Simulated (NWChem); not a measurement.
System meant: CH3Cd cation; SMILES [CH3][Cd+]

NWChem input:

```
start job
memory heap 200 mb stack 700 mb global 900 mb
charge 1
geometry units angstroms noautoz
  Cd     0.000000     0.000000    -0.344247
  C      0.000000     0.000000     1.808740
  H      0.751998     0.751998     2.076585
  H      0.275250    -1.027248     2.076585
  H     -1.027248     0.275250     2.076585
end
basis spherical
  Cd library def2-svp
  C library def2-svp
  H library def2-svp
end
ecp
  Cd library def2-ecp
end
dft
  xc pbe0
  iterations 4
  mulliken
end
task dft energy
```

End of the output:

```
    Atom       Charge   Shell Charges
 -----------   ------   -------------------------------------------------------
    1 Cd  20    19.15   0.01  1.03  0.94  0.71  0.32  5.61  0.44  0.09  8.71  1.30  0.00
    2 C    6     6.10   1.97  0.61  0.35  1.77  1.36  0.04
    3 H    1     0.92   0.61  0.23  0.07
    4 H    1     0.92   0.61  0.23  0.07
    5 H    1     0.92   0.61  0.23  0.07

 center of mass
 --------------
 x =   0.00000000 y =  -0.00000000 z =  -0.18307709

 moments of inertia (a.u.)
 ------------------
         237.570816188328          -0.000000000000           0.000000000000
          -0.000000000000         237.570816188328           0.000000000000
           0.000000000000           0.000000000000          12.211448224970

     Multipole analysis of the density
     ---------------------------------

     L   x y z        total         alpha         beta         nuclear
     -   - - -        -----         -----         ----         -------
     0   0 0 0      1.000000    -14.000000    -14.000000     29.000000

     1   1 0 0      0.000000      0.000000      0.000000      0.000000
     1   0 1 0      0.000000      0.000000      0.000000     -0.000000
     1   0 0 1     -0.218204     -9.475706     -9.475706     18.733209

     2   2 0 0    -17.042733    -11.550525    -11.550525      6.058318
     2   1 1 0      0.000000      0.000000      0.000000      0.000000
     2   1 0 1     -0.000000     -0.000000     -0.000000      0.000000
     2   0 2 0    -17.042733    -11.550525    -11.550525      6.058318
     2   0 1 1     -0.000000     -0.000000     -0.000000     -0.000000
     2   0 0 2    -12.404427    -68.229793    -68.229793    124.055160

 ------------------------------------------------------------------------
 dft energy failed                                                                                  0
 ------------------------------------------------------------------------
 ------------------------------------------------------------------------
  current input line :
    24: task dft energy
 ------------------------------------------------------------------------
 ------------------------------------------------------------------------
 This type of error is most commonly associated with calculations not reaching convergence criteria
 ------------------------------------------------------------------------
 For more information see the NWChem manual at https://nwchemgit.github.io

0:dft energy failed:Received an Error in Communication
```

### Question
Can this run be used? If not, why, and what is the fix?

### Answer
Convergence was not reached. Cause: the SCF was allowed too few iterations. This input runs:
```
start job
memory heap 200 mb stack 700 mb global 900 mb
charge 1
geometry units angstroms noautoz
  Cd     0.000000     0.000000    -0.344247
  C      0.000000     0.000000     1.808740
  H      0.751998     0.751998     2.076585
  H      0.275250    -1.027248     2.076585
  H     -1.027248     0.275250     2.076585
end
basis spherical
  * library def2-svp
end
ecp
  Cd library def2-ecp
end
dft
  xc pbe0
  iterations 150
  mulliken
end
task dft energy
```
It converges to -207.24805 Ha (PBE0/def2-SVP with def2 effective core potentials on Cd).
